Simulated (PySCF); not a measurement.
Species: CH4FNSi.
Cartesian coordinates in Å at the GFN2-xTB level; atoms count from 1:
```
atom  x, y, z in Å
C1     1.5388   -0.3109   -0.1626
N2     0.4723    0.2747   -0.4267
Si3   -1.1403    0.2683    0.1620
F4    -2.0058    0.1948   -1.1873
H5     2.4373   -0.0561   -0.7201
H6     1.6569   -1.0853    0.6016
H7    -1.6131   -0.8564    0.9577
H8    -1.3371    1.5803    0.7509
```

Theory: PySCF 2.14.0, density-fitted response routines, TDDFT PBE0/def2-SVPD, vertical, gas phase, core orbitals frozen in the response.

Frontier orbitals with the atoms that hold most of them (Löwdin shares over 4%, at most four atoms; ? is withheld):

```json
{"orbital": "HOMO-3", "ε (eV)": "-11.18", "atoms": "F4 52%, Si3 17%, N2 12%, H7 10%"}
{"orbital": "HOMO-2", "ε (eV)": "-10.50", "atoms": "N2 37%, C1 25%, F4 15%, Si3 10%"}
{"orbital": "HOMO-1", "ε (eV)": "-9.53", "atoms": "Si3 26%, H8 22%, N2 15%, H7 12%"}
{"orbital": "HOMO", "ε (eV)": "-7.36", "atoms": "?"}
{"orbital": "LUMO", "ε (eV)": "-1.34", "atoms": "?"}
{"orbital": "LUMO+1", "ε (eV)": "0.31", "atoms": "Si3 30%, C1 16%, H7 14%, N2 11%"}
{"orbital": "LUMO+2", "ε (eV)": "0.80", "atoms": "Si3 45%, C1 14%, H7 12%, H8 10%"}
```

**Question.** Give the leading atoms of the HOMO.

**Answer.** N2 (bonded to C and Si) 57%; C1 (bonded to N and 2 H) 17%; Si3 (bonded to F, N and 2 H) 10%; H6 (bonded to C) 7%.

**Question.** Which atoms hold the LUMO, and with what shares?

**Answer.** C1 (bonded to N and 2 H) 41%; N2 (bonded to C and Si) 32%; Si3 (bonded to F, N and 2 H) 9%; H5 (bonded to C) 6%.

**Question.** How does S1 compare with the orbital gap of 6.02 eV?

**Answer.** S1 is at 3.93 eV (f = 0.0003), 2.09 eV below the gap, made of HOMO→LUMO (99%). Without the coupling terms of the response equations the lowest excitation would equal the gap.

**Question.** Give energy, strength and leading configuration of S1, S2 and S4, and follow the Löwdin shares of the leading atoms from the occupied to the empty orbital.

**Answer.** 
- S1 (3.93 eV, f 0.0003), HOMO→LUMO (99%): N2 57% → 32%, C1 17% → 41%
- S2 (6.34 eV, f 0.037), HOMO→LUMO+1 (97%): N2 57% → 11%, C1 17% → 16%, Si3 10% → 30%
- S4 (7.13 eV, f 0.075), HOMO-1→LUMO (86%): Si3 26% → 9%, H8 22% → at most 7%, C1 at most 12% → 41%, N2 15% → 32%

Löwdin shares depend on the basis, the more so with diffuse functions.

Time: 5.6 s; peak memory 0.51 GiB. Hardware: Intel Xeon Platinum 8488C, one thread (shared host).

One conformer stands for the species.
